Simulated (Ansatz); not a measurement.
Consider the cleavage of the B–Si bond: `[SiH3]BS` + `N[SiH](O)F` → `O[SiH](F)NBS` + SiH₄.

Calculated with Ansatz (gas phase, PBE0-D4/def2-TZVP geometries, no zero-point term in ΔE). CBS: MP2 limit from def2 TZ/QZ plus the TZ coupled-cluster correction, frozen cores. This one scheme is used for every species. DFT in def2-TZVPP. One conformer a species, not always the lowest.

```csv
level,ΔE (kJ/mol)
BHLYP-D4,-126.6
r2SCANh,-117.6
```

(1) What does CCSD(T)/CBS give? (An estimate is asked.)

(2) What do rigid-rotor, harmonic-oscillator terms from PBE0-D4/def2-TZVP frequencies (298.15 K, 1 bar) make of the CCSD(T)/CBS value? (Best estimate.)

Largest T1 diagnostic among the species: 0.015.

Answers

(1) The calculation gave: -117.8 kJ/mol. The listed levels differ from it by -8.8, 0.2 kJ/mol.

(2) Computed: ΔZPE = -4.0 kJ/mol, ΔH = -121.3 kJ/mol, ΔS = -29 J/(mol·K), ΔG = -112.5 kJ/mol. Modes under 50 cm⁻¹ make the entropy rough.

In def2-TZVPP, CCSD(T) changes the Hartree–Fock value by +10.1 kJ/mol (the triples alone add +0.8 kJ/mol) and MP2 by +4.6 kJ/mol. At CCSD(T), def2-SVP lies −19.5 kJ/mol from the extrapolated value and def2-TZVPP −3.3 kJ/mol. From PBE to PBE0 (25 % exact exchange), in def2-TZVPP and without D4, ΔE moves by −4.2 kJ/mol.

CCSD(T)/CBS has its own doubt, a few kJ/mol and more with outer-core shells, so smaller differences from it don't rank the levels.
